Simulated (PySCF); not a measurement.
CuCl, SMILES [Cu][Cl], multiplicity 1. The structure is a stationary point at PBE0-D3(BJ)/def2-TZVPD. The spin state was assumed, not searched.

The numbers are results of PBE0-D3(BJ)/def2-TZVPD (PySCF 2.14.0), not measurements.

Harmonic wavenumbers (cm⁻¹): 397. Rotational constants (GHz): 5.150 (linear); symmetry number 1.

Work out the zero-point energy and the ideal-gas rigid-rotor harmonic-oscillator thermochemistry at 298.15 K and 1 atm.

ZPE = ½ Σ hcν = ½ × 397 cm⁻¹ = 0.57 kcal/mol. H − E(el) = 2.84 kcal/mol. Entropy in cal/(mol K): translation 39.69, rotation 16.09, vibration 0.97, total 56.75. G − E(el) = -14.08 kcal/mol. Cp = 8.43 cal/(mol K).
